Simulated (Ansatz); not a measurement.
`[SiH3][AsH][SiH3]` and `[SiH3][SbH][SiH3]` differ in one element.

Ansatz, PBE0-D4/def2-TZVP geometries, multiplicity 1. 

Elements past krypton have def2 core potentials. Scalar relativity is left out up to krypton. Spin–orbit coupling is left out; it splits and shifts lone-pair levels of the heavy atoms by tenths of an eV.

```json
{"property": "HOMO energy (PBE0/def2-TZVPP) / eV", "`[SiH3][AsH][SiH3]`": "-7.43"}
{"property": "ideal-gas entropy at 298 K and 1 bar (rigid rotor, harmonic PBE0-D4/def2-TZVP) / J/(mol·K)", "`[SiH3][AsH][SiH3]`": "357"}
{"property": "LUMO energy (PBE/def2-TZVPP) / eV", "`[SiH3][AsH][SiH3]`": "-0.90"}
{"property": "HOMO energy (B3LYP/def2-TZVPP) / eV", "`[SiH3][AsH][SiH3]`": "-7.22"}
{"property": "size of the dipole moment (B3LYP/def2-TZVPP) / D", "`[SiH3][AsH][SiH3]`": "0.33"}
{"property": "size of the dipole moment (PBE/def2-TZVPP) / D", "`[SiH3][AsH][SiH3]`": "0.32"}
```

(1) Give the same properties after the change, and the shifts. (An estimate is asked.)

Results:

(1) Computed: 
| property | `[SiH3][SbH][SiH3]` | shift |
| --- | --- | --- |
| HOMO energy (PBE0/def2-TZVPP) / eV | -7.16 | 0.27 |
| ideal-gas entropy at 298 K and 1 bar (rigid rotor, harmonic PBE0-D4/def2-TZVP) / J/(mol·K) | 372 | 15 |
| LUMO energy (PBE/def2-TZVPP) / eV | -1.29 | -0.39 |
| HOMO energy (B3LYP/def2-TZVPP) / eV | -6.97 | 0.25 |
| size of the dipole moment (B3LYP/def2-TZVPP) / D | 0.18 | -0.15 |
| size of the dipole moment (PBE/def2-TZVPP) / D | 0.19 | -0.13 |

With PBE0 the HOMO rises by 0.27 eV and the LUMO falls by 0.47 eV, so the gap narrows by about 0.74 eV. PBE moves the HOMO by 0.18 eV and ωB97M-V by 0.35 eV. Dipoles are sizes alone; their direction can turn. Modes under 60 cm⁻¹, often nearly free rotors, make the harmonic entropy too high.

Positive LUMOs are unbound, so they and the gaps depend on the basis.

B3LYP here is the variant with VWN-RPA as its local correlation; programs differ in this.
